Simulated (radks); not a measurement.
Values are calculated unless marked as measured or tabulated.
Spin polarisation of the 5d6 shell in the iridium ion Ir3+. Start: [Xe] 4f14 5d(up 3, down 3); electrons of 5d are moved from spin down to spin up, other shells keep equal spins. Code: a radial shooting solver on a logarithmic mesh with Libxc functionals. Model: scalar-relativistic Kohn-Sham, r2SCAN, spin-polarised, spherical densities, finite nucleus; meta-GGA in the generalised Kohn-Sham scheme; Fermi nuclear charge, rms radius of each element as measured or else 0.836 A^(1/3) + 0.57 fm.

moment (Bohr magnetons) = 0: E - E(0) (eV) 0.000; e(5d up) (eV) -36.945; e(5d down) (eV) -36.945; 5p down minus up (eV) 0.000; 4f down minus up (eV) 0.000; 5s down minus up (eV) 0.000
moment (Bohr magnetons) = 1: E - E(0) (eV) -0.236; e(5d up) (eV) -37.397; e(5d down) (eV) -36.450; 5p down minus up (eV) 0.804; 4f down minus up (eV) 0.143; 5s down minus up (eV) 0.627
moment (Bohr magnetons) = 2: E - E(0) (eV) -0.949; e(5d up) (eV) -37.812; e(5d down) (eV) -35.904; 5p down minus up (eV) 1.615; 4f down minus up (eV) 0.284; 5s down minus up (eV) 1.257
moment (Bohr magnetons) = 3: E - E(0) (eV) -2.147; e(5d up) (eV) -38.191; e(5d down) (eV) -35.297; 5p down minus up (eV) 2.438; 4f down minus up (eV) 0.425; 5s down minus up (eV) 1.890
moment (Bohr magnetons) = 4: E - E(0) (eV) -3.849; e(5d up) (eV) -38.536; e(5d down) (eV) -34.611; 5p down minus up (eV) 3.277; 4f down minus up (eV) 0.564; 5s down minus up (eV) 2.529

At moment 4 the spin-polarisation energy is -3.849 eV and the 5d exchange splitting 3.925 eV, that is 0.981 eV per Bohr magneton; E = -I m^2/4 would give I = 0.962 eV.
